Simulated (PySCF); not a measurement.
A geometry optimisation on 3-ethylfuran, `CCc1ccoc1`.

Method: PBE0-D3(BJ)/def2-SVP geometry optimisation, gas phase (PySCF 2.14.0). Start geometry: GFN2-xTB. The input is one job of a driver script: a line of settings, then coordinates in Å.

Input:
```
{"job": {"xc": "PBE0", "basis": "def2-SVP", "d3": "d3bj", "grid": 2, "kind": "geom"}, "charge": 0, "multiplicity": 1}
C     -1.964849     0.452136     0.486723
C     -1.151928    -0.264075    -0.593181
C      0.300051    -0.274230    -0.250906
C      1.238547     0.767186    -0.492311
C      2.422086     0.337268     0.017970
O      2.289785    -0.885401     0.557000
C      1.004375    -1.247523     0.392504
H     -1.621951     1.477719     0.602932
H     -3.019360     0.466930     0.220940
H     -1.853847    -0.056249     1.441723
H     -1.509190    -1.290438    -0.695791
H     -1.292365     0.246335    -1.548210
H      1.046820     1.699469    -0.983597
H      3.393681     0.788791     0.058111
H      0.713732    -2.209928     0.764180
```

Question: Estimate the output.

Answer: 
```
step   0  E = -308.08122497  max force = 0.012770
step   1  E = -308.08299912  max force = 0.002683
step   2  E = -308.08304632  max force = 0.001027
step   3  E = -308.08306717  max force = 0.003818
step   4  E = -308.08312135  max force = 0.001635
step   5  E = -308.08319799  max force = 0.001835
step   6  E = -308.08324697  max force = 0.001892
step   7  E = -308.08326973  max force = 0.001163
step   8  E = -308.08327646  max force = 0.000392
optimisation converged
```

Energies in Eh; «max force» is the largest Cartesian gradient component in Eh/bohr.

Question: Give the first gradient maximum in eV/Å.

Answer: With 1 Eh/bohr = 51.422 eV/Å, 0.657 eV/Å.

Summary of the converged run: final energy -308.08328 Eh after 8 steps; dipole 0.83 D.

Question: Where do the atoms end?

Answer: 0.219 Å rms from the input after alignment:
```
atom  x, y, z in Å
C1    -2.0107    0.6365    0.4681
C2    -1.2032   -0.2679   -0.4575
C3     0.2644   -0.2514   -0.1699
C4     1.1646    0.8622   -0.2937
C5     2.3888    0.4093    0.0940
O6     2.3186   -0.8877    0.4497
C7     1.0358   -1.2789    0.2923
H8    -1.6851    1.6853    0.3869
H9    -3.0837    0.5994    0.2252
H10   -1.8869    0.3343    1.5193
H11   -1.5721   -1.3034   -0.3819
H12   -1.3697    0.0374   -1.5052
H13    0.9253    1.8679   -0.6346
H14    3.3685    0.8753    0.1643
H15    0.8129   -2.3138    0.5407
```

The run took 65 s on Arm Neoverse V2, one thread, no GPU, shared host with 32 logical CPUs at a one-minute load of 16, and the process peaked at 0.75 GiB of memory.
Labels such as C1 count atoms from 1, the log's own numbers from 0.
